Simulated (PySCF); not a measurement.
Vertical excitations of a molecule C2H9NSi from TDA-PBE/def2-SVPD (PySCF 2.14.0), as energy in eV (oscillator strength): 4.76 (0.010), 5.41 (0.036), 5.65 (0.001), 5.94 (0.006), 6.22 (0.000), 6.28 (0.036), 6.98 (0.108), 7.16 (0.037), 7.33 (0.002), 7.85 (0.002). Lowest triplet (TDA): 4.60 eV. Geometry optimised at r2SCAN-D4/def2-SVP. Other conformers were not sampled.

Question: Identify the compound among the candidates.
A) C[SiH](C)N
B) CNC[SiH3]
C) CC[SiH2]N
D) CN(C)[SiH3]

Answer: D, CN(C)[SiH3]
